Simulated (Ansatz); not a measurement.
Consider the ligand exchange at the Si–N bond: `[SiH3]/N=[C]1/[CH2][GeH2]1` + `OC[SiH2]O` → `OC[SiH2]O[SiH3]` + `N=[C]1[CH2][GeH2]1`.

Isolated molecules relaxed with PBE0-D4/def2-TZVP in Ansatz; ΔE leaves out vibrations. CCSD(T)/CBS is the MP2 limit (def2-TZVPP, def2-QZVPP) plus CCSD(T) − MP2 in def2-TZVPP, frozen cores. DFT in def2-TZVPP. B3LYP here is the variant with VWN-RPA as its local correlation; programs differ in this. For Ge outer-core shells are correlated without core-valence functions, which leaves a few kJ/mol of doubt a bond. Scalar relativity is left out up to krypton. One conformer a species, not always the lowest.

| level | ΔE (kcal/mol) | difference from CCSD(T)/CBS |
| --- | --- | --- |
| PBE-D4 | -9.9 | 3.9 |
| r2SCAN-D4 | -12.0 | 1.8 |
| PBE0-D4 | -12.1 | 1.7 |
| B3LYP-D4 | -13.3 | 0.5 |
| ωB97X-V | -14.7 | -0.9 |
| ωB97M-V | -14.2 | -0.4 |
| B2PLYP | -13.3 | 0.5 |
| PBE | -9.7 | 4.1 |
| r2SCAN | -12.0 | 1.8 |
| PBE0 | -11.9 | 1.9 |
| B3LYP | -13.1 | 0.7 |
| HF/def2-TZVPP | -18.8 | -5.0 |
| MP2/def2-TZVPP | -13.2 | 0.6 |
| SCS-MP2/def2-TZVPP | -14.7 | -0.9 |
| CCSD/def2-TZVPP | -15.6 | -1.8 |
| CCSD(T)/def2-TZVPP | -14.3 | -0.5 |
| HF/def2-QZVPP | -19.0 | -5.2 |
| MP2/def2-QZVPP | -13.0 | 0.8 |
| SCS-MP2/def2-QZVPP | -14.5 | -0.7 |
| HF/CBS(def2) | -19.0 | -5.2 |
| MP2/CBS(def2) | -12.8 | 1.0 |
| CCSD/CBS(def2) | -15.1 | -1.3 |
| CCSD(T)/CBS | -13.8 | 0 |

Largest T1 diagnostic among the species: 0.014.

In def2-TZVPP, CCSD(T) changes the Hartree–Fock value by +4.5 kcal/mol (the triples alone add +1.3 kcal/mol) and MP2 by +5.6 kcal/mol. From PBE to PBE0 (25 % exact exchange), in def2-TZVPP and without D4, ΔE moves by −2.2 kcal/mol.
